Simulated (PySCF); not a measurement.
An unknown shows these calculated signals:

¹H NMR (600 MHz, computed): δ 7.52 (d, 1H), 6.96 (m, 1H), 6.95 (m, 1H), 6.39 (d, 1H), 6.10 (m, 1H), 4.93 (m, 2H), 3.33 (br s, 2H).

¹³C{¹H} NMR (computed): δ 151.1 (CH), 143.6 (C), 136.1 (C), 135.1 (C), 131.6 (CH), 125.9 (CH), 125.0 (CH), 118.0 (CH).

[PySCF 2.14.0 with density-fitted response routines: geometry from PBE0-D3(BJ)/def2-SVP; NMR shieldings at PBE/pcSseg-1/GIAO; a single conformation; no solvent model; no relativistic terms; equivalent nuclei averaged]

δ = σ(ref) − σ, references computed at the same level: TMS for ¹H (31.20 ppm), ¹³C (180.03 ppm).

Q: Which of these does the molecule contain: a non-aromatic C=C double bond, a ketone, a benzene ring, a methoxy group, a three-membered ring, an NH or NH2 group?

A: 
- A non-aromatic C=C double bond: yes.
- A ketone: no.
- A benzene ring: yes.
- A methoxy group: no.
- A three-membered ring: no.
- An NH or NH2 group: yes (δH 3.33 (br s)).

The data belong to `InChI=1S/C8H9NSi/c9-7-2-1-3-8-6(7)4-5-10-8/h1-5H,9-10H2`; they needn't prove each group on their own.

Carbon signals by region: 8 in the sp2 and nitrile region (100–160 ppm).

Exchangeable OH/NH protons stand at their gas-phase positions; hydrogen bonding in a real sample shifts them, mostly to higher δ. Shifts are as computed. Against solution values, carbons near 30 ppm lie about +2 ppm off and those near 130 ppm about +2 ppm. Of 1211 compounds with measured shifts, 218 miss one by over three times the rms of a fit or turn the order of signals round; such compounds aren't used in these exercises. No couplings were computed; multiplicities are counted from neighbouring protons, with m where these are inequivalent, close in shift, in a saturated or five-membered ring or joined by F or P, and br s for small geminal =CH2 splittings.
